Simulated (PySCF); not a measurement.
H5B3N3, doublet, at a GFN2-xTB geometry. Base run: MP2/STO-3G in PySCF.

Input for PySCF:
```python
from pyscf import gto, scf, mp

mol = gto.M(
    atom='''
B    -0.910625    1.131495    0.290768
N    -1.376959   -0.125734    0.016191
B    -0.697194   -1.278310   -0.271863
N     0.738839   -1.115496   -0.281443
B     1.357802    0.123985   -0.015966
N     0.530975    1.231447    0.266511
H    -1.573257    2.068270    0.528503
H    -1.184589   -2.320098   -0.496074
H     1.295052   -1.931439   -0.487825
H     2.528002    0.230840   -0.029726
H     0.934891    2.135062    0.461604
''',
    basis='sto-3g',
    charge=0,
    spin=1,
    verbose=3,
)

mf = scf.UHF(mol)
mf.kernel()

pt = mp.MP2(mf, frozen=6)
pt.kernel()
print('E(MP2) = %.10f' % pt.e_tot)
```

Each row names what was changed in the base input (with any setting that the change needs).

```
change              basis functions      E (Eh)  MP2 correlation (Eh)  SCF-reference HOMO (eV)  SCF-reference dipole (D)  core-seconds (rough)
------------------  ---------------  ----------  --------------------  -----------------------  ------------------------  --------------------
base                             35  -237.74390              -0.24900                    -8.86                      0.59                   0.8
basis = pcseg-0                  64  -240.28884              -0.43607                   -11.15                      0.87                     1
basis = 3-21G                    64  -239.61300              -0.43167                   -10.84                      0.89                     1
basis = 6-31G                    64  -240.84289              -0.43539                   -10.84                      0.92                     2
basis = def2-SV(P)               94  -240.95830              -0.65922                   -11.03                      0.70                     5
basis = 6-31G*                   94  -241.15381              -0.66163                   -10.87                      0.77                     4
basis = 6-31G**                 109  -241.19663              -0.69212                   -10.87                      0.76                     7
basis = pc-1                    109  -241.12983              -0.69282                   -11.08                      0.73                     8
basis = cc-pVDZ                 109  -241.20507              -0.69321                   -10.87                      0.70                     9
basis = pcseg-1                 109  -241.12623              -0.69285                   -11.08                      0.73                     8
basis = def2-SVP                109  -241.01374              -0.69444                   -11.01                      0.70                     7
basis = 6-31+G*                 118  -241.17025              -0.66936                   -11.05                      0.75                    10
basis = 6-311G**                138  -241.28994              -0.73695                   -10.95                      0.70                    20
```

Totals compare only among sets that treat the same electrons; sets with core potentials leave the core out.

Open shells are given as the SCF converged; they aren't shown to be the lowest states, and a large step between rows can be another state.
